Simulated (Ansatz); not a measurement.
Ru(P5)2 (P₁₀Ru) was relaxed with PBE0-D4 (def2-SVP) in Ansatz in these states: neutral singlet, neutral triplet. The geometries follow in no particular order.

In the def2 sets Ru takes a core potential; there is no spin–orbit coupling.

A:

```xyz
11

Ru    0.000    0.000    0.000
P     1.789   -1.035   -1.409
P     1.252    0.963   -1.940
P     1.273    2.147   -0.161
P     1.824    0.881    1.469
P     2.144   -1.086    0.697
P    -2.043    1.400    0.350
P    -2.057    0.189   -1.411
P    -1.514   -1.800   -0.851
P    -1.172   -1.819    1.257
P    -1.495    0.159    1.999
```

B:

```csv
atom,x (Å),y (Å),z (Å)
Ru1,0.089,0.038,-0.098
P2,-1.284,-1.017,-1.865
P3,0.532,-0.170,-2.630
P4,2.141,-0.821,-1.393
P5,1.341,-2.080,0.150
P6,-0.789,-2.254,-0.164
P7,1.364,1.760,1.029
P8,-0.267,2.429,-0.232
P9,-1.990,1.302,0.435
P10,-1.637,0.537,2.420
P11,0.501,0.277,2.349
```

Problem. Judge from the bond lengths which geometry belongs to which state (an estimate).

Solution. A is the neutral singlet (Ru1–P10 2.502 Å, Ru1–P8 2.502 Å, Ru1–P7 2.502 Å); B is the neutral triplet (Ru1–P10 3.093 Å, Ru1–P8 2.421 Å, Ru1–P7 2.421 Å).

At PBE0-D4/def2-SVP a singlet lies 1.78 eV below the neutral triplet.
